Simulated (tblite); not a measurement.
Species: C5H12Si3.
Atom-mapped SMILES: `[CH:1]#[C:2][Si@@:3]([CH3:4])([SiH3:5])[SiH2:6][CH:7]=[CH2:8]` (hydrogens: H9 on C1; H10, H11, H12 on C4; H13, H14, H15 on Si5; H16, H17 on Si6; H18 on C7; H19, H20 on C8)

Geometry (GFN2-xTB, Å), atoms numbered from 1 in this order:
```
atom  x, y, z in Å
C1     2.3680    1.9466   -0.3469
C2     1.2722    1.4495   -0.3741
Si3   -0.3947    0.6172   -0.3878
C4    -1.6321    2.0474   -0.6873
Si5   -0.4367   -0.8603   -2.1924
Si6   -0.7288   -0.2716    1.7458
C7     0.3906   -1.7706    1.9771
C8     1.4554   -2.0368    1.2385
H9     3.3222    2.3917   -0.3266
H10   -2.6566    1.6845   -0.6820
H11   -1.5501    2.8120    0.0798
H12   -1.4594    2.5282   -1.6460
H13    0.9023   -1.2219   -2.6612
H14   -1.1617   -0.3365   -3.3549
H15   -1.0996   -2.1126   -1.8122
H16   -0.4679    0.6420    2.8701
H17   -2.1106   -0.7470    1.9462
H18    0.1415   -2.4557    2.7789
H19    2.0804   -2.9019    1.4054
H20    1.7605   -1.3934    0.4267
```

Level: GFN2-xTB in tblite, geometry and Hessian alike; calculated harmonic values, unscaled, isolated species. This tight-binding method is rough: wavenumbers can miss measured ones by several per cent, in bad cases by 10 to 20. Modes of hydrogen on silicon can be 10 to 20 % off. One conformer, not necessarily the lowest. The optimisation stopped once no atom felt more than 0.01 eV/Å.

Lowest wavenumbers of the output (negative numbers stand for imaginary wavenumbers):
```
mode    cm-1
  1     -20.1
  2      25.0
  3      51.2
  4      64.6
  5      80.3
  6      84.2
  7     118.8
  8     130.0
```

Q: Is this structure a minimum?

A: Not by this Hessian. 1 mode is imaginary beyond 20i (20i cm⁻¹), so at this level the point lies at or near a first-order saddle. The curvature is small, so loose convergence or finite differences may be the whole cause.

Q: Which atoms move in the imaginary mode?

A: 20i: H15 (Si–H hydrogen) 33 %, H14 (Si–H hydrogen) 29 %, H13 (Si–H hydrogen) 27 %. These are shares of the mass-weighted motion.

Q: What is the remedy?

A: Step along that mode in both directions, optimise again with tighter thresholds and repeat the frequencies. The zero-point energy of this point (86.1 kcal/mol) counts the 53 real modes alone, and thermal corrections from it aren't those of a minimum.

Time: 2.0 s of wall time. Hardware: one thread, Arm Neoverse N1 (aarch64), shared host with 64 logical CPUs at a one-minute load of 58. The figure is for the frequency step alone.
